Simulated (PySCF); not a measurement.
All of these have the formula C4H7N3OSi. Theory: TDDFT B3LYP/def2-SVPD, vertical, gas phase, core orbitals frozen in the response in PySCF 2.14.0, density-fitted response routines. Geometries: GFN2-xTB; one conformer of each isolated species. Triplets are in the Tamm–Dancoff approximation. 'Strongest' means the level of largest summed f among the lowest 8 singlets; it needn't be the same kind of state in each.

Question: Rank by computed HOMO energy, highest first.
A. `O=C[SiH2]Cc1ncn[nH]1`
B. `N#C[Si@@H]1NCCN1C=O`
C. `n1c(C=C)n[nH]c1O[SiH3]`
D. `N[Si@](C=O)(N=C)CC#N`

Answer: C (-6.53 eV), D (-6.71 eV), A (-7.08 eV), B (-7.30 eV).

```csv
SMILES,HOMO (eV),strongest (eV),first f ≥ 0.01 (nm),f (S1),S1 (eV),S1 mainly
C=Cc1n[nH]c(O[SiH3])n1,-6.53,5.54,224,0.001,5.47,H→L+1 (98%)
C=N[Si@](N)(C=O)CC#N,-6.71,5.78,289,0.004,2.89,H→L (88%)
O=C[SiH2]Cc1ncn[nH]1,-7.08,6.23,204,0.000,3.28,H-1→L (72%)
N#C[Si@@H]1NCCN1C=O,-7.30,6.13,235,0.017,5.27,H→L (98%)
```

H and L stand for HOMO and LUMO.

- `C=Cc1n[nH]c(O[SiH3])n1`: Löwdin shares by element: HOMO nitrogen 36% or more, carbon 33% or more (atoms not listed hold the other 31%); LUMO carbon 60% or more, nitrogen 18% or more (atoms not listed hold the other 22%).
- `C=N[Si@](N)(C=O)CC#N`: Löwdin shares by element: HOMO nitrogen 28% or more, oxygen 26%, carbon 15% or more, silicon 8% (atoms not listed hold the other 23%); LUMO carbon 38% or more, oxygen 32%, silicon 10%, hydrogen 6% or more.
- `O=C[SiH2]Cc1ncn[nH]1`: Löwdin shares by element: HOMO nitrogen 39% or more, carbon 30% or more (atoms not listed hold the other 31%); LUMO carbon 42% or more, oxygen 35%, silicon 11%, hydrogen 6% or more.
- `N#C[Si@@H]1NCCN1C=O`: Löwdin shares by element: HOMO nitrogen 56% or more, carbon 9% or more, oxygen 9% (atoms not listed hold the other 26%); LUMO silicon 28%, carbon 24% or more, nitrogen 22% or more, hydrogen 6% or more (atoms not listed hold the other 20%).
